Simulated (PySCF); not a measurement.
C3H7NOSi.
Numbering: `[CH2:1]=[CH:2][SiH2:3][C:4]([NH2:5])=[O:6]` (hydrogens: H7, H8 on C1; H9 on C2; H10, H11 on Si3; H12, H13 on N5)

Method: PBE0-D3(BJ)/def2-SVP geometry optimisation, gas phase (PySCF 2.14.0).

(1) Give the optimised bond lengths and angles.

Results:

(1) 
```json
{"bond": "C1=C2", "length (pm)": "134.0"}
{"bond": "C2–Si3", "length (pm)": "187.3"}
{"bond": "Si3–C4", "length (pm)": "193.4"}
{"bond": "C4–N5", "length (pm)": "135.7"}
{"bond": "C4=O6", "length (pm)": "121.6"}
{"bond": "C1–H7", "length (pm)": "109.6"}
{"bond": "C1–H8", "length (pm)": "109.6"}
{"bond": "C2–H9", "length (pm)": "109.9"}
{"bond": "Si3–H10, Si3–H11", "length (pm)": "149.1"}
{"bond": "N5–H12", "length (pm)": "101.1"}
{"bond": "N5–H13", "length (pm)": "101.5"}
```

Bonds in one row agree within 1 pm and their mean is given. A selection of angles:
```json
{"angle": "C2–C1–H7", "degrees": "121.7"}
{"angle": "C2–C1–H8", "degrees": "122.2"}
{"angle": "H7–C1–H8", "degrees": "116.0"}
{"angle": "C1–C2–Si3", "degrees": "123.8"}
{"angle": "C1–C2–H9", "degrees": "117.8"}
{"angle": "Si3–C2–H9", "degrees": "118.4"}
{"angle": "C2–Si3–C4", "degrees": "111.1"}
{"angle": "C2–Si3–H10", "degrees": "109.4"}
{"angle": "C2–Si3–H11", "degrees": "111.6"}
{"angle": "C4–Si3–H10", "degrees": "107.2"}
{"angle": "H10–Si3–H11", "degrees": "110.5"}
{"angle": "Si3–C4–N5", "degrees": "117.1"}
{"angle": "Si3–C4–O6", "degrees": "119.4"}
{"angle": "N5–C4–O6", "degrees": "123.5"}
{"angle": "C4–N5–H12", "degrees": "121.4"}
{"angle": "C4–N5–H13", "degrees": "119.1"}
{"angle": "H12–N5–H13", "degrees": "119.5"}
```

Dihedral angles: C1–C2–Si3–C4 -102° (anticlinal); C2–Si3–C4–N5 13° (synperiplanar). The mirror-image conformer, all signs reversed, is as good.

Si3 (SiH2 silicon) is tetrahedral (angles from 106.9° to 111.6°). N5 (nitrogen bound to a carbonyl carbon) is planar (angles 121.4°, 119.5° and 119.1°, sum 360.0°, 0.01 Å off the plane of its three neighbours). Of the pairs four or more bonds apart, C2···H12 is among the closest relative to their van der Waals radii: 2.75 Å, 95 % of the sum of Bondi's values. The C–Si distances run from 1.873 Å (C2–Si3, drawn single) to 1.934 Å (Si3–C4, drawn single), a spread of 0.061 Å.

Point group: C1 (no symmetry element, even within 0.4 Å). No frequency check. One conformer, not necessarily the lowest (C1–C2–Si3–C4 -102°, C2–Si3–C4–N5 13°, Si3–C4–N5–H 0° and 178°).
